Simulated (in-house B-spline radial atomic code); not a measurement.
Results of a calculation; reference values are marked as such.
# Softness against transferability: the 4p channel of Pd

Pd, [Kr] 4d10, non-relativistic LDA (VWN5), spherical and spin-unpolarised, from a B-spline radial code for spherical atoms (atomic units). The all-electron 4p level is ε = -1.815214 hartree, its outermost node lies just inside 0.48 bohr and its outer maximum at 0.92 bohr.

Troullier-Martins pseudo-orbitals are made for several radii. The cutoffs (hartree) are the plane-wave energies beyond which the orbital holds less than the named kinetic energy per electron. The phase error is the difference, pseudo minus all-electron, of arctan(R P'/P) at R = 1.58 bohr for all radii, half a hartree below and above the level.

```tsv
r_c (bohr)	V_l(0) (hartree)	cutoff for 10 mEh	for 1 mEh	for 0.1 mEh	phase error at ε − 0.5 (mrad)	at ε + 0.5 (mrad)
0.69	-92.25	254	395	> 450	-9.8	-2.3
0.8	-28.67	80.4	149	318	-3.9	-0.8
0.92	-3.67	30.7	69.1	124	-2.4	-0.5
1.04	-0.61	32.3	64.1	85	-2.1	-0.4
1.16	-2.49	29.5	55.8	76.4	-2.9	-0.5
1.28	-4.45	24.8	35.6	64.1	-4.9	-0.9
```

Question: Which radius needs the lowest cutoff for 1 mEh while both phase errors stay within 4.0 mrad?

Answer: The radii within that limit are 0.8, 0.92, 1.04, 1.16 bohr; of these r_c = 1.16 needs the least, 55.8 hartree, that is 112 Ry or 1518 eV.

Question: What does the larger radius buy, and what does it cost?

Answer: From r_c = 0.69 to 1.28 bohr the cutoff for 1 mEh goes from 395 to 35.6 hartree, a factor of 11.10, against 3.44 for a pure 1/r_c² scaling, end to end; step by step it is 395, 149, 69.1, 64.1, 55.8, 35.6, and for 0.1 mEh > 450, 318, 124, 85, 76.4, 64.1; the number of plane waves goes as the cutoff to the power 3/2, here a factor of 37.0. The larger of the two phase errors is least at r_c = 1.04 bohr, 2.1 mrad; it is 9.8 at the smallest radius and 4.9 at the largest. These errors test the reference atom alone. The smallest radius lies well inside the outer maximum, where the nodeless form must bend sharply to keep the norm, so it is both harder and scatters less well than the next. Large radii also let the cores of neighbours overlap, which an atom doesn't show.
